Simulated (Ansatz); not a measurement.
Ansatz (an electronic-structure program) input:

Ansatz 0.2 input:
```yaml
crystal:
  periodic: [false, false, false]
  atoms:
    - {symbol: C, position_ang: [-2.13236474, -0.25667247, -0.00891514]}
    - {symbol: C, position_ang: [-0.83356875, 0.29214143, -0.62309353]}
    - {symbol: C, position_ang: [0.31792824, -0.61455132, -0.41173196]}
    - {symbol: C, position_ang: [1.49492973, -0.23698482, 0.29670940]}
    - {symbol: O, position_ang: [1.66787308, 0.87725794, 0.79520478]}
    - {symbol: H, position_ang: [-2.38374680, -1.23606486, -0.42056042]}
    - {symbol: H, position_ang: [-2.96302737, 0.41978097, -0.21395281]}
    - {symbol: H, position_ang: [-2.03549154, -0.35860062, 1.07258435]}
    - {symbol: H, position_ang: [-0.59781764, 1.27180156, -0.20784651]}
    - {symbol: H, position_ang: [-0.98679355, 0.42038380, -1.70217082]}
    - {symbol: H, position_ang: [0.26380164, -1.62895104, -0.79556166]}
    - {symbol: H, position_ang: [2.27854392, -1.01001012, 0.38805686]}
basis:
  gaussian:
    orbitals: def2-TZVPD
hamiltonian:
  xc: {name: BLYP}
magnetization: {spin_polarized: true, initial_magnetization: 1}
output: {forces: true}
```

Problem. What final total energy does it print?

Solution. -231.80844 Eh (BLYP/def2-TZVPD). The basis has 251 functions.

It need not be the lowest isomer of its formula.
